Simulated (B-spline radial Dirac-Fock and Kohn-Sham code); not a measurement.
## Subshell cross sections of Ca¹⁵⁺, photon energy 2330 eV

System: calcium as Ca¹⁵⁺ in the configuration [He] 2s2 2p1.

Model: a relativistic central-field model (Hartree-Slater potential of the initial state, Latter tail, multipole expansion of the photon field, Dirac-Fock thresholds). Program: a B-spline atomic structure program. The asymmetry parameter β is from the dipole term alone. Kinetic energies are from the vacuum level. Open shells are spread statistically over j, without multiplet splitting.

```
subshell  electrons  binding (eV)  kinetic (eV)  σ (kb)     β
      2s          2        1008.6        1321.4    18.6  2.00
   2p1/2       0.33         975.0        1355.0    1.47  1.20
   2p3/2       0.67         970.2        1359.8    2.86  1.20
```

Branching ratios of the spin-orbit partners (statistical value in brackets): 2p 1.94 (2.00).

Values without a named source are computed, but for edge energies of neutral atoms, which are taken from tables.
